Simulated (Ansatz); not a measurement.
`C[N](C)[Sn][F]` + H₂S → `[F][Sn][SH]` + `CNC` at 298.15 K and 1 bar (ligand exchange at the Sn–N bond).

Calculated with Ansatz (gas phase, PBE0-D4/def2-TZVP geometries, no zero-point term in ΔE). CCSD(T)/CBS adds triple-zeta CCSD(T) − MP2 to the extrapolated MP2 energy (def2 sets, frozen cores). This one scheme is used for every species. def2 core potentials past Kr. For Sn outer-core shells are correlated without core-valence functions, which leaves a few kJ/mol of doubt a bond. Each species was taken in one conformer, which may not be the lowest.

```json
{"species": "`C[N](C)[Sn][F]`", "CCSD(T)/CBS energy (Eh)": "-448.28993", "H − E (kJ/mol)": "240.1", "S (J/(mol·K))": "356.0"}
{"species": "H₂S", "CCSD(T)/CBS energy (Eh)": "-398.97279", "H − E (kJ/mol)": "49.9", "S (J/(mol·K))": "205.7"}
{"species": "`[F][Sn][SH]`", "CCSD(T)/CBS energy (Eh)": "-712.27458", "H − E (kJ/mol)": "42.5", "S (J/(mol·K))": "307.5"}
{"species": "`CNC`", "CCSD(T)/CBS energy (Eh)": "-135.00321", "H − E (kJ/mol)": "256.9", "S (J/(mol·K))": "271.4"}
```

H − E and S are ideal-gas, rigid-rotor, harmonic terms from PBE0-D4/def2-TZVP, for one conformer and one mirror image of each species. 1 Eh = 2625.50 kJ/mol, R = 8.31446 J/(mol·K).

Task: By hand: ΔE, ΔH, ΔS and ΔG.

Result: ΔE = (-712.27458) + (-135.00321) − (-448.28993) − (-398.97279) = -0.01507 Eh = -39.6 kJ/mol. Δ(H − E) = 42.5 + 256.9 − 240.1 − 49.9 = 9.4, so ΔH = -30.2 kJ/mol. ΔS = 307.5 + 271.4 − 356.0 − 205.7 = 17.2 J/(mol·K). ΔG = -30.2 − 298.15 × (17.2)/1000 = -35.3 kJ/mol.

Task: By hand: the equilibrium constant, and the temperature at which ΔG would vanish if ΔH and ΔS stayed fixed.

Result: log₁₀ K = −ΔG/(RT ln 10) = 6.2. ΔH and −TΔS have one sign here, so there is no such temperature.

ΔH outweighs TΔS. A doubt of 5 kJ/mol in ΔE shifts log₁₀ K by 0.9 here. Other conformers and mirror images would add mixing entropy, several J/(mol·K) or more a flexible species. These are equilibria of isolated gas molecules and say nothing of rates. Largest T1 diagnostic: 0.017 (customary marks: 0.02 for closed shells, 0.045 for open ones).
